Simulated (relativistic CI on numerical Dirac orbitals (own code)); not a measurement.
**Nb²⁺: 4d valence photoemission**

Computed with this model: Dirac-Coulomb-Breit CI, KLI orbitals optimised for each configuration, QED by a radiative potential, multiplet model of photoemission in the sudden approximation, unscaled Slater integrals; configurations [Kr] 4d3 → [Kr] 4d2; 300 K; Lorentzian 0.3 eV and Gaussian 0.5 eV FWHM. Energies are those of the free ion, without screening or charge transfer. The energies are binding energies and can lie tens of eV above those of solids. S is read from ⟨S²⟩ = S(S + 1).

Field parameters in Wybourne normalisation: Oh B⁴₀ = 21Dq, B⁴₄ = √(5/14) B⁴₀. The field is a parameter set, without covalency.

Computed curve for free ion, scaled to 100 at the maximum (points under 2 are left out and the grid is thinned):

(Energy (eV), Intensity): (22.7, 2.1), (22.8, 2.4), (22.9, 2.8), (23.0, 3.3), (23.1, 4.0), (23.2, 4.9), (23.3, 6.2), (23.4, 8.3), (23.5, 11.6), (23.6, 17.1), (23.7, 25.9), (23.8, 39.3), (23.9, 57.0), (24.0, 76.5), (24.1, 92.7), (24.2, 100.0), (24.3, 95.7), (24.4, 81.5), (24.5, 62.7), (24.6, 44.5), (24.7, 30.3), (24.8, 20.7), (24.9, 14.9), (25.0, 12.0), (25.1, 11.1), (25.2, 11.9), (25.3, 14.5), (25.4, 18.3), (25.5, 22.7), (25.6, 26.1), (25.7, 27.2), (25.8, 25.2), (25.9, 21.0), (26.0, 15.9), (26.1, 11.2), (26.2, 7.7), (26.3, 5.3), (26.4, 3.8), (26.5, 2.9), (26.6, 2.3)

The ground state has S = 1.50, and the centroid lies at 24.51 eV.
